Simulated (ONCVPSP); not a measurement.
# Potentials for F (Z = 9) compared

Generated with ld1.x 7.5 (TM, RRKJ, ultrasoft, PAW), atompaw 4.2 or ONCVPSP 4.0.1. The cutoff is in Ry: for ld1.x and atompaw files where the sum of valence levels is converged to 10 mRy in a Bessel basis, for ONCV files where the hardest occupied wave has 1 mHa per electron of residual kinetic energy. The error is the largest all-electron minus pseudo excitation energy over each file’s own four to seven test configurations (ionisations up to +4, promotions, holes and added fractions of an electron), all of which were solved. The labels leave out finer settings (local radius, basis sizes, second energies), which also bear on the numbers. Spin-polarised tests are not counted. The rows are a selection from randomly drawn settings: files with unsolved tests, undetermined cutoffs or missed reference levels are left out.

A true bound ghost makes a file unfit for plane-wave use even where its test errors are small: the radial tests pick states by their node count and pass the ghost by.

| potential | cutoff (Ry) | largest error (meV) | bound ghosts |
| --- | --- | --- | --- |
| ONCV, PBE, scalar-relativistic, rc 0.55/1.70/1.60 (spd), local smoothed, core correction yes, reference 2s2 2p5, qcut 10.1/9.1/6.4, projectors 1/2/2 | 382 | +1464 | d |
| ONCV, PBE, scalar-relativistic, rc 0.70/1.20/1.10 (spd), local s, core correction no, reference 2s2 2p5, qcut 7.3/10.8/9.6, projectors 0/2/1 | 582 | +386 | none |
| ONCV, Wu-Cohen, scalar-relativistic, rc 0.40/1.35/1.15 (spd), local smoothed, core correction no, reference 1s2 2s1.75 2p5.25, qcut 34.1/10.4/8.4, projectors 2/1/2 | 868 | +2090 | none |
| ONCV, PW91, non-relativistic, rc 0.40/0.95 (sp), local smoothed, core correction yes, reference 2s2 2p5, qcut 14.5/11.2, projectors 2/2 | 2107 | +235 | s |
| ONCV, PBEsol, non-relativistic, rc 0.70/1.55/1.25 (spd), local smoothed, core correction no, reference 2s2 2p3.5, qcut 11.5/10.9/6.8, projectors 1/1/2 | 115 | +122 | none |
| ONCV, PBEsol, scalar-relativistic, rc 0.70/1.50/1.40 (spd), local smoothed, core correction no, reference 2s2 2p4.5, qcut 7.6/8.6/7.1, projectors 1/3/2 | 322 | +2884 | none |

Problem. Fill in the row for F: ONCV, PBEsol, scalar-relativistic, rc 0.75/1.15/0.75 (spd), local d, core correction yes, reference 2s2 2p5, qcut 11.1/15/15.1, projectors 2/2/0.

Solution. cutoff 120 Ry, largest error +197 meV, bound ghosts: none.
